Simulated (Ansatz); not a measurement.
# C4H7B: where a starting geometry ends

The starting geometry of this gas-phase singlet was optimised with GFN2-xTB; its bonds are those of `B[C@@H](C)C#C`.

```yaml
atoms:
  - { symbol: C, position_ang: [-0.4488, -0.2234, -0.7587] }
  - { symbol: C, position_ang: [0.5755, -1.2637, -0.3014] }
  - { symbol: C, position_ang: [-1.7814, -0.5544, -0.2670] }
  - { symbol: C, position_ang: [-2.8681, -0.8223, 0.1653] }
  - { symbol: B, position_ang: [-0.4696, 1.1849, -0.0562] }
  - { symbol: H, position_ang: [-0.0632, 1.2962, 1.0341] }
  - { symbol: H, position_ang: [-0.9666, 2.0936, -0.5969] }
  - { symbol: H, position_ang: [-0.4887, -0.2077, -1.8518] }
  - { symbol: H, position_ang: [1.5668, -0.9799, -0.6486] }
  - { symbol: H, position_ang: [0.5955, -1.3288, 0.7840] }
  - { symbol: H, position_ang: [0.3363, -2.2482, -0.7018] }
  - { symbol: H, position_ang: [-3.8212, -1.0859, 0.5173] }
```

Problem. Where would you expect an optimisation with B3LYP/def2-SVP to take it?

Solution. It keeps its bonds, and is `B[C@@H](C)C#C`.

The energy falls by 0.11 eV over 11 steps:

```json
{"step": "1", "E − E(last) (eV)": "0.106"}
{"step": "2", "E − E(last) (eV)": "0.018"}
{"step": "3", "E − E(last) (eV)": "0.009"}
{"step": "4", "E − E(last) (eV)": "0.004"}
{"step": "5", "E − E(last) (eV)": "0.003"}
{"step": "7", "E − E(last) (eV)": "0.000"}
{"step": "8", "E − E(last) (eV)": "0.000"}
{"step": "9", "E − E(last) (eV)": "0.000"}
{"step": "10", "E − E(last) (eV)": "0.000"}
{"step": "11", "E − E(last) (eV)": "0.000"}
```

Final geometry (Å):

```yaml
atoms:
  - { symbol: C, position_ang: [-0.4380, -0.2900, -0.7801] }
  - { symbol: C, position_ang: [0.6462, -1.2749, -0.3208] }
  - { symbol: C, position_ang: [-1.7878, -0.6100, -0.3082] }
  - { symbol: C, position_ang: [-2.8943, -0.7173, 0.1879] }
  - { symbol: B, position_ang: [-0.5598, 1.1079, -0.0487] }
  - { symbol: H, position_ang: [-0.2002, 1.2058, 1.0983] }
  - { symbol: H, position_ang: [-1.0512, 2.0478, -0.6201] }
  - { symbol: H, position_ang: [-0.4583, -0.1989, -1.8789] }
  - { symbol: H, position_ang: [1.6373, -0.9218, -0.6460] }
  - { symbol: H, position_ang: [0.6618, -1.3618, 0.7762] }
  - { symbol: H, position_ang: [0.4879, -2.2803, -0.7423] }
  - { symbol: H, position_ang: [-3.8772, -0.8461, 0.6011] }
```

Frequencies at the end are all real (lowest 106 cm⁻¹). Run with Ansatz 0.2.0, 60 s on 2 threads of AMD EPYC (Zen 3), with other jobs on the host.
